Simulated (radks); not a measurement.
Task: These are the eigenvalues of the occupied orbitals of an atom or ion with whole-number occupations (hartree). Method: Dirac Kohn-Sham, PBE, spin-unpolarised, spherical densities, point nucleus; computed with a radial shooting solver on a logarithmic mesh with Libxc functionals.

| orbital | eigenvalue |
|---|---|
| 1s1/2 | -889.1254 |
| 2s1/2 | -131.0977 |
| 2p1/2 | -121.7080 |
| 2p3/2 | -115.8504 |
| 3s1/2 | -24.89119 |
| 3p1/2 | -21.18649 |
| 3p3/2 | -20.16518 |
| 3d3/2 | -13.60899 |
| 3d5/2 | -13.40531 |
| 4s1/2 | -4.63087 |
| 4p1/2 | -3.47499 |
| 4p3/2 | -3.30635 |
| 4d3/2 | -1.54257 |
| 4d5/2 | -1.52142 |

Which element is it, and in what charge state? The configuration may be excited. Open shells, if any, are shared by 2j + 1.

Result: Z = 46, palladium, charge +3: Pd3+ in [Kr] 4d7. The list shows which subshells hold electrons but not how many an open one holds; the 1s level, -889.13 hartree, gives Z - s = 42.2 by -(Z - s)^2/2, which with screening and relativity narrows Z to a few neighbours, and the depths of the outer levels then fix element, charge and occupations together.
